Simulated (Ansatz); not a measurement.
Cost and result up the ladder for Ca4Te4 (8 atoms). The state is a singlet with charge 0. Geometry: r2SCAN-D4/def2-SVP.

```xyz
8

Ca    0.736    0.918   -3.080
Ca    2.405    1.922    1.152
Ca   -2.416   -1.909   -1.151
Ca   -0.724   -0.932    3.079
Te   -1.365   -0.955   -3.647
Te    1.546    0.741    3.625
Te   -2.793   -2.333    1.665
Te    2.612    2.549   -1.643
```

Ansatz on 4 threads of Arm Neoverse V1 on a shared host. Times are rough, and most runs start from the orbitals of an earlier one. PBE0-D4/def2-TZVP serves as the yardstick here, not as an exact answer. Differences are given only for rows in sets of like size (and for xTB, whose basis is part of the method), since another set adds its own error. Binding counts from free atoms at the same level (Ca singlet, Te triplet; other spins of the atoms weren't run), without zero-point energy or a counterpoise term.

In the def2 sets Te takes a core potential; there is no spin–orbit coupling. Correlated methods freeze 36 core orbitals; core or outer-core shells of Ca, Te are correlated, in sets that lack core-valence functions. The rows differ in basis, and correlated rows in double-zeta sets carry the largest basis error. Another isomer (singlet) lies 3.76 eV lower at PBE0-D4/def2-TZVP; other spin states weren't run for this one.

Correlated methods converge slowly with the basis, most of all in double-zeta sets.

| level | functions | wall time | binding energy per atom (eV) | difference from PBE0-D4/def2-TZVP (eV) |
| --- | --- | --- | --- | --- |
| MP2/def2-SVP | 200 | 9.5 s | 2.30 | – |
| PBE-D4/def2-TZVP (with forces) | 344 | 13 s | 2.66 | 0.03 |
| r2SCAN-D4/def2-TZVP | 344 | 23 s | 2.77 | 0.14 |
| PBE0-D4/def2-TZVP | 344 | 27 s | 2.63 | 0.00 |
